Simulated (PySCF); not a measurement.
Relaxation of doublet HgI₂⁻

Method: UPBE in PySCF with Hg def2-SVPD with ECP60, I def2-SVPD with ECP28; scalar-relativistic core potentials, no spin–orbit coupling; density-fitted integrals. A (50,194) grid was used.

A hand-made bent start, of C2v symmetry, held to at least that symmetry:

```xyz
3
charge -1 multiplicity 2, angstrom
Hg    0.0000    0.0000   -0.8496
I     2.1789    0.0000    0.6761
I    -2.1789    0.0000    0.6761
```

Optimiser trace:
```csv
step,E − E(last) (kJ/mol),largest gradient (Eh/bohr)
0,67.43,0.03620
1,36.39,0.01757
2,21.24,0.00806
3,15.40,0.00345
4,12.11,0.00479
5,9.78,0.00597
6,8.31,0.00523
7,6.68,0.00350
8,4.62,0.00286
9,1.21,0.00207
10,0.54,0.00142
11,0.08,0.00029
12,0.00,0.00010
13,0.00,0.00002
```

It ends at C2v with Hg–I 3.041 Å (×2); I–Hg–I 179.8° (after a last refinement on a finer grid). A frequency run shows a minimum. Other isomers or separated fragments may lie lower.

Final geometry:
Z-matrix (Å, degrees; charge -1 multiplicity 2):
```
Hg
I  1 3.0414
I  1 3.0414 2 179.79
```

With an element this heavy the missing spin–orbit coupling can shift these numbers.

The relaxation took about 2.6 core-minutes on a shared host.
